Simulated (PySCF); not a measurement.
**Distorted geometries of PmF3(H2O)**

PmF3(H2O) (singlet in the valence; each metal's 4f electrons, 4 of them, lie in its core potential, out of spins and levels). PySCF 2.14.0, RKS TPSS, Pm lcecp-1-SVP with ECP50, F def2-SVP, O def2-SVP, H def2-SVP; non-relativistic Hamiltonian with scalar-relativistic core potentials where named; density fitting; no spin-orbit coupling. Relaxed geometry:

```xyz
7

Pm    0.0899   -0.0894    0.0894
F     1.1459    1.3585    1.1773
F    -1.3232   -1.1813    1.1813
F     1.1459   -1.1773   -1.3585
O    -1.3491    1.3706   -1.3706
H    -1.6984    2.2542   -1.1522
H    -1.6984    1.1522   -2.2542
```

Question: Order these distorted geometries by energy above the relaxed one, lowest first.
A.
```xyz
7

Pm    0.1491   -0.1001    0.1075
F     1.2017    1.3173    1.2306
F    -1.3863   -1.1694    1.0249
F     1.1455   -1.2224   -1.3518
O    -1.3633    1.4784   -1.3283
H    -1.7027    2.2854   -1.0623
H    -1.7315    1.0982   -2.3079
```
B.
```xyz
7

Pm    0.0778   -0.0916    0.2200
F     1.1255    1.3477    1.1440
F    -1.2960   -1.0941    1.2003
F     1.2278   -1.1767   -1.3456
O    -1.3799    1.3413   -1.3679
H    -1.7105    2.2685   -1.1717
H    -1.7321    1.0923   -2.3665
```
C.
```xyz
7

Pm    0.0327    0.0384   -0.0335
F     1.2327    1.2563    1.0332
F    -1.2155   -1.2969    1.1106
F     1.1064   -1.0985   -1.2682
O    -1.4667    1.4107   -1.2017
H    -1.6620    2.2794   -1.2080
H    -1.7150    1.0981   -2.1199
```

Answer: A (0.56 eV), C (0.64 eV), B (0.69 eV).

Question: Which forces (eV/Å) act in the one that lies 0.56 eV up?

Answer: 
```
Pm  -0.28  0.26 -0.37
F    0.07  0.05  0.10
F   -0.11 -0.08  0.15
F    0.07  0.01 -0.04
O    0.89 -5.49 -4.13
H   -1.74  3.15  0.37
H    1.11  2.09  3.93
```
Forces carry noise of the integration grid, about 0.01 to 0.03 eV/Å.

No frequency check is given that shows the relaxed geometry to be a minimum. An lcecp potential fixes the number of 4f electrons, so in runs with it no electron can move into or out of that shell.
